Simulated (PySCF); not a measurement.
# Reading the logs of faulty runs: BH3OSi

All numbers below are calculated, not measured. They come from PySCF 2.14.0, an open-source quantum chemistry program, on an isolated molecule that a program drew, which may never have been made. The molecule is BH3OSi (charge 0, singlet), drawn as the SMILES string `B[Si]O`.

Each row is a Hartree-Fock (HF) and frozen-core CCSD(T) single point in the cc-pV(D+d)Z basis, meant for a local HF minimum. Run 1 is clean. Each other run has one planted mistake out of seven kinds, and not every kind appears here: one electron removed, one electron added, multiplicity raised by two, geometry at a saddle point, minimal basis STO-3G, one bond length entered in bohr, all coordinates scaled. The reference is restricted for singlets and unrestricted otherwise, and also for a bond in bohr. Adding or removing an electron swaps singlet and doublet. Electrons count all cores. HOMO and LUMO are orbital energies over both spins, the gradient is its largest component, and the lowest frequency (negative if imaginary) is given only where the gradient is small. Bond lengths are over the 5 bonds as drawn. T1 is the CCSD diagnostic: over 0.02 (restricted) or 0.045 (unrestricted) a single reference is doubtful.

Geometry of the clean run:
```xyz
6
BH3OSi, angstrom
B     0.6149    1.1818   -0.8518
Si   -1.4111    1.5746   -1.0226
O    -2.0005    0.1617   -1.6706
H     1.0956    0.7433    0.1628
H     1.3969    1.4776   -1.7199
H    -1.4447   -0.5764   -1.8708
```

| run | electrons | basis functions | <S^2> | HOMO (eV) | LUMO (eV) | gradient (hartree/bohr) | lowest frequency (cm^-1) | mean bond (Å) | longest bond (Å) | T1 | HF (hartree) | CCSD(T) (hartree) | mistake |
|---|---|---|---|---|---|---|---|---|---|---|---|---|---|
| 1 | 30 | 66 | 0.000 | -8.25 | 1.20 | 4.2e-05 | 198 | 1.4178 | 2.071 | 0.0181 | -390.18479 | -390.58180 | no fault |
| 2 | 30 | 66 | 0.000 | -8.55 | 1.02 | 6.2e-02 | - | 1.5426 | 2.253 | 0.0213 | -390.15416 | -390.56145 | all coordinates scaled |
| 3 | 30 | 22 | 0.000 | -5.53 | 6.78 | 4.8e-02 | - | 1.4178 | 2.071 | 0.0241 | -385.47899 | -385.61947 | minimal basis STO-3G |
| 4 | 30 | 66 | 2.039 | -6.96 | -0.05 | 3.7e-02 | - | 1.4178 | 2.071 | 0.0232 | -390.13148 | -390.52044 | multiplicity raised by two |
| 5 | 30 | 66 | 0.933 | -8.73 | 0.76 | 1.8e-02 | - | 1.6323 | 2.278 | 0.0778 | -390.07518 | -390.46782 | one bond length entered in bohr |
| 6 | 31 | 66 | 1.044 | -0.57 | 7.05 | 3.0e-02 | - | 1.4178 | 2.071 | 0.0598 | -390.17221 | -390.58411 | ? |

**Which mistake was planted in run 6, and what did it cost?**

It counts 31 electrons, one more than the clean run, at the same geometry and basis. So the mistake is: one electron added. Subtracting run 1 and multiplying by 627.51 kcal/mol a hartree, the energy moved by 7.9 kcal/mol in HF and -1.4 kcal/mol in CCSD(T).

Cautions from the logs. Run 2: T1 is over the limit, so its CCSD(T) energy is less reliable; run 3: T1 is over the limit, so its CCSD(T) energy is less reliable; run 5: T1 is over the limit, so its CCSD(T) energy is less reliable; run 6: T1 is over the limit, so its CCSD(T) energy is less reliable.
